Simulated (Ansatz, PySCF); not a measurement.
ZnF, SMILES [F][Zn+], charge +1. Atoms are numbered in the order given.

```xyz
2

Zn     0.0000     0.0000    -0.3946
F      0.0000     0.0000     1.3290
```
Charge +1, spin multiplicity 1.

Geometry: B3LYP-D3(BJ)/def2-TZVPD. The spin state was assumed, not searched.

Two levels are set side by side: PBE-D3(BJ)/def2-TZVPD (Ansatz, a quantum-chemistry and plane-wave program) and B3LYP-D3(BJ)/def2-TZVPD (Ansatz). Each level has its own optimised geometry; the coordinates shown are those of the second. Frequencies come from the Hessian of PySCF at each geometry. Differences are taken from unrounded values.

| quantity | B3LYP-D3(BJ) |
|---|---|
| bond Zn1–F2 (Å) | 1.724 |
| highest harmonic wavenumber (cm⁻¹) | 699 |
| mean harmonic wavenumber (cm⁻¹) | 699 |
| zero-point energy (kcal/mol) | 1.00 |

What does PBE-D3(BJ) give, and how far is it from B3LYP-D3(BJ)? (The exact figures need the calculation; the answer reports its results.)


```
quantity                            PBE-D3(BJ)  PBE-D3(BJ) minus B3LYP-D3(BJ)
----------------------------------  ----------  -----------------------------
bond Zn1–F2 (Å)                          1.731                          0.007
highest harmonic wavenumber (cm⁻¹)         675                            -24
mean harmonic wavenumber (cm⁻¹)            675                            -24
zero-point energy (kcal/mol)              0.96                          -0.03
```
